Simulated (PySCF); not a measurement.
Compound: C5H6F2.
Numbering: `[CH2:1]=[CH:2][C:3](=[CH2:4])[CH:5]([F:6])[F:7]` (hydrogens: H8, H9 on C1; H10 on C2; H11, H12 on C4; H13 on C5)

Structure used (PBE0-D3(BJ)/def2-SVP), in Å, numbered top down from 1:
```
atom  x, y, z in Å
C1     1.4922    0.7415    0.1469
C2     0.8053   -0.3546    0.4961
C3    -0.6498   -0.5043    0.5260
C4    -1.2392   -1.6211    0.9772
C5    -1.4915    0.6179   -0.0242
F6    -2.8085    0.3393    0.0651
F7    -1.2718    1.7635    0.6665
H8     1.0006    1.6767   -0.1300
H9     2.5847    0.7368    0.1502
H10    1.3606   -1.2507    0.7946
H11   -0.6410   -2.4538    1.3558
H12   -2.3251   -1.7254    0.9798
H13   -1.2559    0.8172   -1.0858
```

Theory: core-valence-separated Tamm–Dancoff BHandHLYP/aug-pcX-1 (pcseg-1 on H) in PySCF, non-relativistic, gas phase, PBE0-D3(BJ)/def2-SVP geometry.

Computed fluorine K-edge spectrum, Gaussian lines of 0.6 eV full width, highest printed point 100; it ends one width below the last computed root. The energies are unshifted.

```json
{"photon energy (eV)": "684.7", "absorption": "0"}
{"photon energy (eV)": "684.8", "absorption": "1"}
{"photon energy (eV)": "684.9", "absorption": "4"}
{"photon energy (eV)": "685.0", "absorption": "9"}
{"photon energy (eV)": "685.1", "absorption": "19"}
{"photon energy (eV)": "685.2", "absorption": "34"}
{"photon energy (eV)": "685.3", "absorption": "51"}
{"photon energy (eV)": "685.4", "absorption": "66"}
{"photon energy (eV)": "685.5", "absorption": "74"}
{"photon energy (eV)": "685.6", "absorption": "71"}
{"photon energy (eV)": "685.7", "absorption": "59"}
{"photon energy (eV)": "685.8", "absorption": "44"}
{"photon energy (eV)": "685.9", "absorption": "31"}
{"photon energy (eV)": "686.0", "absorption": "26"}
{"photon energy (eV)": "686.1", "absorption": "28"}
{"photon energy (eV)": "686.2", "absorption": "37"}
{"photon energy (eV)": "686.3", "absorption": "52"}
{"photon energy (eV)": "686.4", "absorption": "70"}
{"photon energy (eV)": "686.5", "absorption": "86"}
{"photon energy (eV)": "686.6", "absorption": "97"}
{"photon energy (eV)": "686.7", "absorption": "100"}
{"photon energy (eV)": "686.8", "absorption": "96"}
{"photon energy (eV)": "686.9", "absorption": "90"}
{"photon energy (eV)": "687.0", "absorption": "85"}
{"photon energy (eV)": "687.1", "absorption": "84"}
{"photon energy (eV)": "687.2", "absorption": "87"}
{"photon energy (eV)": "687.3", "absorption": "92"}
{"photon energy (eV)": "687.4", "absorption": "95"}
{"photon energy (eV)": "687.5", "absorption": "95"}
{"photon energy (eV)": "687.6", "absorption": "92"}
{"photon energy (eV)": "687.7", "absorption": "89"}
{"photon energy (eV)": "687.8", "absorption": "86"}
```

Question: Assign the maxima to core holes.

Answer: 3 maxima:
- 685.5 eV: F7 (fluorine of a CF2 group), 685.52 eV, f = 0.019, 100 % of the height at the exact maximum
- 686.7 eV: F6 (fluorine of a CF2 group), 686.63 eV, f = 0.020, 76 % of the height at the exact maximum; F7 (fluorine of a CF2 group), 686.93 eV, f = 0.006, 16 % of the height at the exact maximum
- 687.4 eV: F6 (fluorine of a CF2 group), 687.47 eV, f = 0.015, 61 % of the height at the exact maximum; F7 (fluorine of a CF2 group), 687.20 eV, f = 0.008, 21 % of the height at the exact maximum

Further lines of some strength in the range: F6, 686.26 eV, f = 0.004.

Roots within 0.03 eV on the same or equivalent atoms count as one line; shares under 12 % aren't listed.

Vibrational structure and lifetime widths aren't in the curve. The ionisation threshold wasn't computed; near and above it a finite basis only mimics Rydberg series and continuum.

One conformer stands for the species.
